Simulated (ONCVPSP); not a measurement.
# Cutoff test, S, ONCV

ONCVPSP 4.0.1 input, shortened (lines: element, Z, core and valence counts, functional; n l f; lmax; l rc ep ncon nbas qcut; lloc lpopt rc5 dvloc0; l nproj debl; icmod fcfact rcfact), PBE, scalar-relativistic:

```
  S 16.00    3    2        4      upf
    1    0    2.00
    2    0    2.00
    2    1    6.00
    3    0    2.00
    3    1    4.00
    1
    0    1.25    0.00    3    7    5.40
    1    1.75    0.00    4    7    5.60
    4    5    1.05    0.00
    0    3    2.60
    1    2    1.80
    3    4.75    1.70
```

Problem. For each optimised wave give the share of its norm inside rc, the residual kinetic energy above qcut (Ha) and the cutoffs (Ha) for errors of 10, 1, 0.1 and 0.01 mHa per electron.

Solution.

```tsv
wave	norm inside rc	residual KE	10 mHa	1 mHa	0.1 mHa	0.01 mHa
3s	0.255	2.7e-04	9.2	12.8	21.4	60.9
s projector 2	0.076	1.2e-03	9.8	18.9	115.6	204.4
s projector 3	0.086	8.1e-03	14.3	72.3	196.8	not reached
3p	0.419	3.1e-05	4.0	5.9	13.2	27.2
p projector 2	0.107	6.8e-05	5.0	7.0	14.8	26.4
```

The occupied waves need 13 Ha and 21 Ha for 1 and 0.1 mHa. Note: ghosts flagged at negative energy: s at -188.1 eV; no localised positive-energy state flagged. A true bound ghost makes a file unfit for plane-wave use.
